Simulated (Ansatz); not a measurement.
`[NH2][Al]([F])[O][SiH3]` and `[F][Al]([F])[O][SiH3]` differ in one atom or group.

Ansatz, PBE0-D4/def2-TZVP geometries, multiplicity 1. Each molecule was computed in one conformer, which needn't be the lowest.

| property | `[NH2][Al]([F])[O][SiH3]` |
| --- | --- |
| HOMO energy (PBE0/def2-TZVPP) / eV | -7.79 |
| size of the dipole moment (B3LYP/def2-TZVPP) / D | 2.06 |
| HOMO energy (PBE/def2-TZVPP) / eV | -6.36 |
| HOMO energy (ωB97M-V/def2-TZVPP) / eV | -10.20 |
| LUMO energy (ωB97M-V/def2-TZVPP) / eV | 0.96 |
| HOMO–LUMO gap (B3LYP/def2-TZVPP) / eV | 6.63 |

**Question.** Give the same properties after the change, and the shifts. (An estimate is asked.)

**Answer.** Computed: 
```json
{"property": "HOMO energy (PBE0/def2-TZVPP) / eV", "`[F][Al]([F])[O][SiH3]`": "-9.15", "shift": "-1.36"}
{"property": "size of the dipole moment (B3LYP/def2-TZVPP) / D", "`[F][Al]([F])[O][SiH3]`": "1.28", "shift": "-0.78"}
{"property": "HOMO energy (PBE/def2-TZVPP) / eV", "`[F][Al]([F])[O][SiH3]`": "-7.69", "shift": "-1.33"}
{"property": "HOMO energy (ωB97M-V/def2-TZVPP) / eV", "`[F][Al]([F])[O][SiH3]`": "-11.45", "shift": "-1.25"}
{"property": "LUMO energy (ωB97M-V/def2-TZVPP) / eV", "`[F][Al]([F])[O][SiH3]`": "0.37", "shift": "-0.59"}
{"property": "HOMO–LUMO gap (B3LYP/def2-TZVPP) / eV", "`[F][Al]([F])[O][SiH3]`": "7.37", "shift": "0.74"}
```

With PBE0 the HOMO falls by 1.36 eV and the LUMO falls by 0.63 eV, so the gap widens by about 0.73 eV. PBE moves the HOMO by -1.33 eV and ωB97M-V by -1.25 eV. Dipoles are sizes alone; their direction can turn.

B3LYP here is the variant with VWN-RPA as its local correlation; programs differ in this.
